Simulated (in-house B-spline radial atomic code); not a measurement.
## Ionising the tellurium ion Te⁷⁺ with different functionals

Computed with a radial B-spline atomic code at the basis-set limit: four-component Dirac-Coulomb Hamiltonian, Fermi nucleus of rms radius 4.7423 fm, spin-restricted, spherical fractional occupations for the functionals. The ionisation energy is the difference of two self-consistent energies, [Kr] 4d9 → [Kr] 4d8, without Breit or QED terms; ε is the level of the shell that loses the electron (mean over j). The electron is taken from both j subshells in proportion to 2j + 1, so the result is a j average, not the step between ground levels.

Hybrids are left out here: with spherical fractional occupations of an open shell their exact exchange keeps a self-interaction that integer-occupation calculations don't have.

```
           method  rung  ΔSCF (eV)  -ε(4d) (eV)
         LDA VWN5   LDA     147.17       135.82
 relativistic LDA   LDA     147.18       135.83
         LDA PW92   LDA     147.16       135.81
LDA exchange-only   LDA     145.12       133.79
              PBE   GGA     147.02       135.66
           PBEsol   GGA     146.96       135.60
             BLYP   GGA     146.78       135.43
             RPBE   GGA     146.98       135.61
             PW91   GGA     147.12       135.76
             BP86   GGA     147.07       135.71
             AM05   GGA     146.97       135.61
             OLYP   GGA     147.60       136.21
```

(1) How do they compare with the NIST value?

## Answers

(1) NIST lists 143 eV ± 2.1 (tabulated theory, ground level to ground level). Errors run from +2.12 to +4.60 eV. The correlated functionals all miss on the same side by more than they spread, so the cause is common to them (Breit-QED terms, spin polarisation, the choice among j levels, multiplet and fine-structure energies, or a listed next ion that isn't the cheapest removal here) and closeness doesn't rank the functionals.
